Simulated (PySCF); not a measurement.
**Telling isomers of C4H3F5O apart by NMR**

PySCF 2.14.0 with density-fitted response routines calculation with coordinates at the GFN2-xTB level and GIAO PBE0/pcSseg-1 shieldings; single conformer, non-relativistic, no solvent, equivalent nuclei averaged.

References, each an isolated molecule treated in the same way: TMS for 1H (σref 31.72), 13C (σref 186.93). Splittings of carbon signals by F and P are missing where no couplings were computed. Where no couplings were computed, multiplicities follow the n + 1 count of equivalent neighbours, and m marks all less simple cases (inequivalent or close neighbours, rings, F or P nearby). Shifts are as computed. Against solution values, carbons near 30 ppm lie about +3 ppm off and those near 130 ppm about +5 ppm (rms about the fit 2.1 ppm; single classes can miss by 10 ppm). Of 1328 compounds with measured shifts, 309 miss one by over three times the rms of a fit or turn the order of signals round; such compounds aren't used in these exercises. Signals without a measured value on file couldn't be tested in this way; 1H shifts scatter by 0.2 ppm about their fit, and single ones miss by 0.5 ppm.

(1) Tabulate the signals of `C=C(OC(F)(F)F)C(F)F`, `F/C=C(\F)COC(F)(F)F` and their relative energies.

(2) What is the quickest way to tell C=C(OC(F)(F)F)C(F)F from F/C=C(\F)COC(F)(F)F?

Results:

(1) 
| SMILES | carbon types | δC | δH | E rel. (kcal/mol) |
| --- | --- | --- | --- | --- |
| C=C(OC(F)(F)F)C(F)F | 2×C 1×CH 1×CH2 | 160.0, 129.6, 117.5, 105.8 | 6.34 (m, 1H), 5.86 (m, 1H), 5.65 (m, 1H) | 0.0 |
| F/C=C(\F)COC(F)(F)F | 2×C 1×CH 1×CH2 | 152.4, 145.9, 131.3, 66.1 | 6.91 (m, 1H), 4.90 (m, 2H) | 9.5 |

Energies are electronic energies at PBE0/pcSseg-1 on these geometries, without zero-point or thermal terms, each for the one conformer computed, which needn't be the lowest.

(2) Both give the same number of carbon signals, with the same numbers of each carbon type, so the positions decide. The first has a β carbon of an enol-ether or enamine type C=C (CH2) at 105.8 ppm, the second an allylic sp3 CH2 bonded to O at 66.1 ppm. Their most deshielded carbons lie at 160.0 and 152.4 ppm. In the proton spectra the most deshielded non-exchanging signals are 6.34 (m, 1H) and 6.91 (m, 1H).
